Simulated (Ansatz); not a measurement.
Basis-set extrapolation for C2H8B2O, SMILES `BCCBO` (PBE0-D4/def2-TZVP geometry, frozen core, Ansatz 0.2.0). Multiplicity 1, RHF reference.

```
                      def2-TZVPP   def2-QZVPP
                 HF  -204.735884  -204.745876
    MP2 correlation    -0.789298    -0.843426
CCSD(T) correlation    -0.869288      not run
```

Energies in hartree. Use E(X) = E(∞) + A·exp(−7.88·√X) for Hartree–Fock and E(X) = E(∞) + B·X^(−2.97) for correlation, with X = 3 and 4, and add CCSD(T) minus MP2 of the smaller set to the MP2 limit.

Task: What is the CCSD(T) energy at the basis-set limit?

Result: HF limit: -204.745876 + (-0.009992) × 0.13774 = -204.74725. MP2 limit: -0.843426 + (-0.054128) × 0.74074 = -0.88352. Higher-order term: -0.869288 − (-0.789298) = -0.07999. Total: -205.71076 hartree, 66.3 kcal/mol below CCSD(T)/def2-TZVPP.
